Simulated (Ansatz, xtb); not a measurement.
**Ranking isomers of C3H8BO2P**

3 gas-phase structures of C3H8BO2P, from a drawn sample of its isomers (lower ones may exist). Each was relaxed with GFN2-xTB; where two conformers were screened, the lower at r2SCAN-D4/def2-SVP is listed:

A. `C=COB(P)OC`, a singlet
B. `PB1OCCCO1`, a singlet
C. `OB(P)OC1CC1`, a singlet

Question: Estimate their order in r2SCAN-D4/def2-SVP energy at these geometries, lowest first.

Answer: Calculated order at r2SCAN-D4/def2-SVP: B (0.0), C (18.1), A (23.7) kcal/mol.

Energies above the lowest of each column, in kcal/mol; the last columns are at PBE-D3(BJ)/def2-SVP geometries:

```
structure  GFN2-xTB  HF/STO-3G  r2SCAN-D4/def2-SVP  PBE-D3(BJ)/def2-SVP  CCSD(T)/def2-SVP + ΔMP2/def2-TZVPP
        B       0.0        0.0                 0.0                  0.0                                 0.0
        C      20.5       48.6                18.1                 16.0                                16.4
        A      27.7       50.1                23.7                 22.1                                21.2
```

Every level run on B puts it lowest or level with the lowest. Flexible structures stand in one conformer each, not always the lowest. ΔMP2 is the change of the MP2 energy from the smaller to the larger basis.

Programs: Ansatz 0.2.0, xtb 6.7.1.
